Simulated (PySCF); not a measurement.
C4H5Cl. Atoms are numbered in the order given.

```xyz
10

C     -0.4405    -2.0780     0.0000
C      0.6018    -1.2364     0.0000
C      0.5413     0.2254     0.0000
C      1.6233     1.0189     0.0000
Cl    -1.0578     0.9556     0.0000
H     -1.4680    -1.7078     0.0000
H     -0.2865    -3.1592     0.0000
H      1.6223    -1.6345     0.0000
H      2.6199     0.5711     0.0000
H      1.5402     2.1060     0.0000
```
Charge 0, spin multiplicity 1.

Geometry: B3LYP-D3(BJ)/def2-SVP. The values are those of a single conformer.

Method: PBE/def2-TZVP run with PySCF.

Symmetry labels are those of the subgroup Cs that the program uses (full group Cs).

Computed valence orbital energies around the gap with their symmetry:
```json
[
 {"orbital": "HOMO−7", "symmetry": "A'", "energy (eV)": "-11.70"},
 {"orbital": "HOMO−6", "symmetry": "A'", "energy (eV)": "-10.15"},
 {"orbital": "HOMO−5", "symmetry": "A'", "energy (eV)": "-9.75"},
 {"orbital": "HOMO−4", "symmetry": "A\"", "energy (eV)": "-9.38"},
 {"orbital": "HOMO−3", "symmetry": "A'", "energy (eV)": "-8.85"},
 {"orbital": "HOMO−2", "symmetry": "A'", "energy (eV)": "-7.48"},
 {"orbital": "HOMO−1", "symmetry": "A\"", "energy (eV)": "-7.25"},
 {"orbital": "HOMO", "symmetry": "A\"", "energy (eV)": "-6.03"},
 {"orbital": "LUMO", "symmetry": "A\"", "energy (eV)": "-2.21"},
 {"orbital": "LUMO+1", "symmetry": "A'", "energy (eV)": "-0.32"},
 {"orbital": "LUMO+2", "symmetry": "A\"", "energy (eV)": "0.28"},
 {"orbital": "LUMO+3", "symmetry": "A'", "energy (eV)": "1.05"}
]
```
